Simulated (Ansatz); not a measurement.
Reaction (redistribution): `[SiH3]B(Cl)Cl` + `C=C[SiH2][GeH3]` → `ClB(Cl)[SiH2][GeH3]` + `C=C[SiH3]`

Program: Ansatz. Geometries: PBE0-D4/def2-TZVP. ΔE: electronic, gas phase. CBS: MP2 limit from def2 TZ/QZ plus the TZ coupled-cluster correction, frozen cores. Functionals use def2-TZVPP. B3LYP here is the variant with VWN-RPA as its local correlation; programs differ in this. For Ge outer-core shells are correlated without core-valence functions, which leaves a few kJ/mol of doubt a bond. Scalar relativity is left out up to krypton. One conformer a species, not always the lowest.

(1) Is it downhill or uphill in electronic energy at CCSD(T)/CBS, and by how much? (Estimate.)

(2) What do these levels give: B3LYP-D4, B2PLYP, PBE, B3LYP, HF/def2-TZVPP, SCS-MP2/def2-TZVPP, CCSD(T)/def2-TZVPP, HF/def2-QZVPP, MP2/def2-QZVPP, HF/CBS(def2), MP2/CBS(def2), CCSD/CBS(def2)? (Estimate.)

Largest T1 diagnostic among the species: 0.013.

Answers

(1) Computed: Downhill: ΔE = -1.8 kcal/mol.

(2) Ansatz gave: B3LYP-D4 -1.8, B2PLYP -1.7, PBE -1.6, B3LYP -1.4, HF/def2-TZVPP -1.2, SCS-MP2/def2-TZVPP -1.9, CCSD(T)/def2-TZVPP -1.9, HF/def2-QZVPP -1.2, MP2/def2-QZVPP -2.2, HF/CBS(def2) -1.2, MP2/CBS(def2) -2.1, CCSD/CBS(def2) -1.7 kcal/mol.
